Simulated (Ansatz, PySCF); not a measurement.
This Ansatz (an electronic-structure program) input computes a CCSD(T)/cc-pVDZ energy:

Ansatz 0.2 input:
```yaml
crystal:
  periodic: [false, false, false]
  atoms:
    - {symbol: O, position_ang: [1.39901660, -0.49795935, 0.03366731]}
    - {symbol: B, position_ang: [0.19588406, -0.06972205, 0.00471395]}
    - {symbol: O, position_ang: [-0.98129508, -0.92517319, -0.15754506]}
    - {symbol: O, position_ang: [-0.18219759, 1.33930127, 0.12954563]}
    - {symbol: H, position_ang: [-1.78320164, -0.46787925, 0.10955747]}
    - {symbol: H, position_ang: [-1.08041008, 1.48713965, -0.17847023]}
basis:
  gaussian:
    orbitals: cc-pVDZ
total_charge: -1
magnetization: {spin_polarized: false}
correlation: {method: ccsd_t, electrons: outside_noble_gas}
```

Task: Write an input for the same energy in PySCF and say what it gives.

Result: 
```python
from pyscf import gto, scf, mp, cc as ccmod

mol = gto.M(
    atom='''
    O     1.39901660   -0.49795935    0.03366731
    B     0.19588406   -0.06972205    0.00471395
    O    -0.98129508   -0.92517319   -0.15754506
    O    -0.18219759    1.33930127    0.12954563
    H    -1.78320164   -0.46787925    0.10955747
    H    -1.08041008    1.48713965   -0.17847023
    ''',
    basis='cc-pvdz',
    charge=-1,
    spin=0,
    verbose=4,
)

mf = scf.RHF(mol)
mf.conv_tol = 1e-10
mf.max_cycle = 100
mf.kernel()
mp2 = mp.MP2(mf, frozen=4).run()
cc = ccmod.CCSD(mf, frozen=4)
cc.max_cycle = 100
cc.kernel()
et = cc.ccsd_t()
print(f'E(CCSD(T)) = {cc.e_tot + et:.9f}')
```
It gives -251.25881 Eh, and Ansatz -251.25880 Eh, a difference of 0.01 mEh.
